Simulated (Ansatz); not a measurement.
`OC[SiH]1[SiH2][SiH2]1` + H₂O → `O[SiH]1[SiH2][SiH2]1` + CH₃OH at 298.15 K and 1 bar (formal hydrolysis of the Si–C bond).

Computed with Ansatz on PBE0-D4/def2-TZVP structures; ΔE is electronic, products minus reactants. CCSD(T)/CBS is the MP2 limit (def2-TZVPP, def2-QZVPP) plus CCSD(T) − MP2 in def2-TZVPP, frozen cores. This one scheme is used for every species. Each species was taken in one conformer, which may not be the lowest.

```tsv
species	CCSD(T)/CBS energy (Eh)	H − E (kJ/mol)	S (J/(mol·K))
`OC[SiH]1[SiH2][SiH2]1`	-985.21624	246.8	392.3
H₂O	-76.37941	66.4	188.7
`O[SiH]1[SiH2][SiH2]1`	-946.01020	169.1	357.4
CH₃OH	-115.61712	146.3	238.2
```

H − E and S are ideal-gas, rigid-rotor, harmonic terms from PBE0-D4/def2-TZVP, for one conformer and one mirror image of each species. 1 Eh = 2625.50 kJ/mol, R = 8.31446 J/(mol·K).

Q: By hand: ΔE, ΔH, ΔS and ΔG.

A: ΔE = (-946.01020) + (-115.61712) − (-985.21624) − (-76.37941) = -0.03167 Eh = -83.1 kJ/mol. Δ(H − E) = 169.1 + 146.3 − 246.8 − 66.4 = 2.2, so ΔH = -80.9 kJ/mol. ΔS = 357.4 + 238.2 − 392.3 − 188.7 = 14.6 J/(mol·K). ΔG = -80.9 − 298.15 × (14.6)/1000 = -85.3 kJ/mol.

Q: By hand: the equilibrium constant, and the temperature at which ΔG would vanish if ΔH and ΔS stayed fixed.

A: log₁₀ K = −ΔG/(RT ln 10) = 14.9. ΔH and −TΔS have one sign here, so there is no such temperature.

The number of gas molecules stays the same, so ΔS is small and ΔH decides. A doubt of 5 kJ/mol in ΔE shifts log₁₀ K by 0.9 here. Other conformers and mirror images would add mixing entropy, several J/(mol·K) or more a flexible species. Modes under 60 cm⁻¹, often nearly free rotors, make the harmonic entropy too high. These are equilibria of isolated gas molecules and say nothing of rates. Largest T1 diagnostic: 0.015 (customary marks: 0.02 for closed shells, 0.045 for open ones).
